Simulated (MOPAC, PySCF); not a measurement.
CH$_{4}$OSi, SMILES `OC=[SiH2]` (H–O–C–Si torsion 15°), neutral singlet in the gas phase. 

Cartesian coordinates (Å):
```xyz
7

O     -1.6362    -0.0972    -0.5868
C     -0.3908    -0.5514    -0.2846
Si     0.9114     0.2015     0.5968
H     -1.6902     0.8551    -0.4409
H     -0.3195    -1.6096    -0.5182
H      2.2164    -0.4711     0.5048
H      0.9088     1.6726     0.7289
```
Charge 0, spin multiplicity 1.

All levels are single points at this geometry (B3LYP-D3(BJ)/def2-TZVP); Pople sets use spherical d functions. Orbital energies aren't observables, and empty levels follow the basis.

BP86/6-31G* in PySCF gives dipole (D) = 0.99.

Task: Estimate the dipole (D) from each of these levels: B3LYP-D3(BJ)/def2-TZVP in PySCF; PBE-D3(BJ)/def2-TZVP in PySCF; B3LYP/3-21G in PySCF; B3LYP/6-31G* in PySCF; B3LYP/LANL2DZ in PySCF; M06-2X/6-31G* in PySCF; PBE/6-31G* in PySCF; SVWN5/6-31G* in PySCF; HF/6-31G* in PySCF; AM1 in MOPAC; PM3 in MOPAC; PM7 in MOPAC.

Result: 
```tsv
level	dipole (D)
B3LYP-D3(BJ)/def2-TZVP in PySCF	1.05
PBE-D3(BJ)/def2-TZVP in PySCF	0.99
B3LYP/3-21G in PySCF	0.98
B3LYP/6-31G* in PySCF	0.94
B3LYP/LANL2DZ in PySCF	1.24
M06-2X/6-31G* in PySCF	0.99
PBE/6-31G* in PySCF	0.99
SVWN5/6-31G* in PySCF	1.01
HF/6-31G* in PySCF	1.04
AM1 in MOPAC	0.64
PM3 in MOPAC	0.97
PM7 in MOPAC	1.05
```
